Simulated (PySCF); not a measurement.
# Simulated absorption spectrum

Compound: CH₆BNS.
SMILES: `CSBN`

Level of theory: TDDFT wB97X-D/def2-SVPD, vertical, gas phase, core orbitals frozen in the response in PySCF 2.14.0, density-fitted response routines. Geometry: PBE0-D3(BJ)/def2-SVP, one conformer, isolated molecule. Torsions of this conformer, `[CH3:1][S:2][BH:3][NH2:4]`: C1–S2–B3–N4 180°, H–N4–B3–S2 0°, H–N4–B3–S2 180°.

Broadening: Gaussians 0.25 eV wide at half height, area fixed by f = 4.319×10⁻⁹ ∫ε dν̃. The width is an assumption, not a result. The curve ends short of the highest state used, and states not computed would add to its high-energy end.

λ (nm), ε (L mol⁻¹ cm⁻¹) and a bar:
```
    162.1       6451 ###########
    163.5       3946 #######
    164.8       2348 ####
    166.2       1774 ###
    167.5       2155 ####
    168.9       2772 #####
    170.3       2813 #####
    171.6       2221 ####
    173.0       1337 ##
    174.3        678 #
    175.7        268 
    177.0         97 
    178.4         32 
    179.7         28 
    181.1         82 
    182.4        222 
    183.8        510 #
    185.2        921 ##
    186.5       1298 ##
    187.9       1546 ###
    189.2       1621 ###
    190.6       1820 ###
    191.9       2622 #####
    193.3       4734 ########
    194.6       8004 ##############
    196.0      12266 ######################
    197.4      15808 ############################
    198.7      17100 ##############################
    200.1      15788 ############################
    201.4      12653 ######################
    202.8       8562 ###############
    204.1       5202 #########
    205.5       2645 #####
    206.8       1247 ##
    208.2        489 #
    209.5        184 
    210.9         58 
    212.3         17 
    213.6          5 
    215.0          1 
    216.3          0 
    217.7          0 
    219.0          0 
    220.4          0
```

(1) Locate the maxima and give the states behind the curve.

(2) On this curve, what absorbance would a 10⁻⁵ mol/L sample give at 193 nm over a 1 cm path?

(3) Coming from long wavelengths, where does ε first pass 100 L mol⁻¹ cm⁻¹?

## Answers

(1) 199 nm (6.24 eV), ε about 17000, made up of S2 (100%); 170 nm (7.31 eV), ε about 2900, made up of S5 (95%) (ε in L mol⁻¹ cm⁻¹; maxima over ε = 5, shares over 10%). At its high-energy end, 7.65 eV, the curve is still rising (ε about 6500, from S6, S7 and S8). The states used: S1 6.00 eV (f 0.0001); S2 6.24 eV (f 0.158); S3 6.59 eV (f 0.014); S4 7.19 eV (f 0.0023); S5 7.31 eV (f 0.025); S6 7.65 eV (f 0.029); S7 7.73 eV (f 0.021); S8 7.86 eV (f 0.110); S9 8.02 eV (f 0.030); S10 8.25 eV (f 0.041).

(2) 193 nm is 6.424 eV, where ε is about 4200 L mol⁻¹ cm⁻¹, so A = ε c l ≈ 0.042 (Beer–Lambert, with the gas-phase spectrum and the assumed width).

(3) At about 210 nm (5.90 eV), 0.10 eV below S1.

All these states lie below the vertical ionisation energy of 8.91 eV (ΔSCF).

The run took 51 s (with the writing of density and orbital grids) on one thread, Intel Xeon at 2.50 GHz (x86_64), no GPU, on a shared host, and the process peaked at 0.64 GiB of memory.

Without π bonds the low states are Rydberg-like; a valence basis with one diffuse set may place them up to an eV too high.
